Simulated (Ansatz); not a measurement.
Level of theory: PBE-D3(BJ)/def2-SVP (Ansatz, a program for electronic structure). No frequencies were computed at this level.

Ansatz 0.2 input:
```yaml
crystal:
  periodic: [false, false, false]
  atoms:
    - { symbol: I, position_ang: [-0.511978, 1.203425, 2.408428] }
    - { symbol: Sn, position_ang: [-0.000097, -0.000461, -0.000048] }
    - { symbol: I, position_ang: [-1.938695, -1.867277, -0.518635] }
    - { symbol: I, position_ang: [2.449763, -1.227025, 0.094131] }
    - { symbol: I, position_ang: [0.001008, 1.891337, -1.983875] }
basis:
  gaussian: { orbitals: def2-svp }
hamiltonian:
  xc: pbe
  dispersion: d3bj
relax:
  max_steps: 150
```

Output:

```
Functional definition: PBE
1555 factors; their error is unknown
mean field evaluation 1: about -38237.7648 eV, gradient 1.4e1 eV
mean field evaluation 2: about -38236.3143 eV, gradient 2.6e1 eV
mean field evaluation 4: about -38238.3731 eV, gradient 7.9e-1 eV
mean field evaluation 8: about -38238.3715 eV, gradient 5.7e-3 eV
mean field -38238.37153871 eV, -1405.2342351483 hartree, gradient 2.4e-5 eV, S^2 0.000000; 0 other end points of the search recorded, 0 dependent functions left out
reference -38238.37157407 eV, -1405.2342364480 hartree; 61, 61 occupied and 69, 69 virtual orbitals, 1555 factors
relax step   1: F+E_penalty+E_count = -38238.68119171 eV  Δ(F+E_penalty+E_count) = +0.000e0 eV  max|allowed force component| = 2.392e-1 eV/Å  Δτ_max = 0.0000 Å  (22 SCF iters, accepted)
these checks for a lower state are left out or cut short: starts, cluster_reference, orbital_swaps, neighbouring_geometries, increment
1555 factors; their error is unknown
mean field evaluation 16: about -38238.3788 eV, gradient 3.8e-2 eV
mean field -38238.37879309 eV, -1405.2345017418 hartree, gradient 7.1e-5 eV, S^2 0.000000; 0 other end points of the search recorded, 0 dependent functions left out
reference -38238.37882801 eV, -1405.2345030251 hartree; 61, 61 occupied and 69, 69 virtual orbitals, 1555 factors
relax step   2: F+E_penalty+E_count = -38238.69609223 eV  Δ(F+E_penalty+E_count) = -1.490e-2 eV  max|allowed force component| = 7.270e-2 eV/Å  Δτ_max = 0.0390 Å  (23 SCF iters, accepted)
these checks for a lower state are left out or cut short: starts, cluster_reference, orbital_swaps, neighbouring_geometries, increment
1555 factors; their error is unknown
mean field -38238.38193612 eV, -1405.2346172462 hartree, gradient 7.7e-5 eV, S^2 0.000000; 0 other end points of the search recorded, 0 dependent functions left out
reference -38238.38197114 eV, -1405.2346185333 hartree; 61, 61 occupied and 69, 69 virtual orbitals, 1555 factors
relax step   3: F+E_penalty+E_count = -38238.69744377 eV  Δ(F+E_penalty+E_count) = -1.352e-3 eV  max|allowed force component| = 4.718e-3 eV/Å  Δτ_max = 0.0091 Å  (23 SCF iters, accepted)
1555 factors; their error is unknown
mean field evaluation 32: about -38238.3819 eV, gradient 1.0e-2 eV
mean field -38238.38193612 eV, -1405.2346172462 hartree, gradient 7.7e-5 eV, S^2 0.000000; 1 other end points of the search recorded, 0 dependent functions left out
reference -38238.38197114 eV, -1405.2346185333 hartree; 61, 61 occupied and 69, 69 virtual orbitals, 1555 factors
Total energy: -38238.69747879 eV, -1405.2462132255 hartree
Atom 0 at    -0.506511     1.190483     2.383045 Å, force     0.000959    -0.002255    -0.004518 eV/Å
Atom 1 at    -0.000008    -0.000002     0.000005 Å, force     0.000186     0.000089    -0.000093 eV/Å
Atom 2 at    -1.917453    -1.847354    -0.513149 Å, force     0.003576     0.003449     0.000959 eV/Å
Atom 3 at     2.422897    -1.213950     0.092949 Å, force    -0.004718     0.002365    -0.000180 eV/Å
Atom 4 at     0.001076     1.870822    -1.962849 Å, force    -0.000003    -0.003648     0.003831 eV/Å
Dipole moment:    -0.000023    -0.000010     0.000012 e Å
```

Cost: roughly 23 core-seconds.
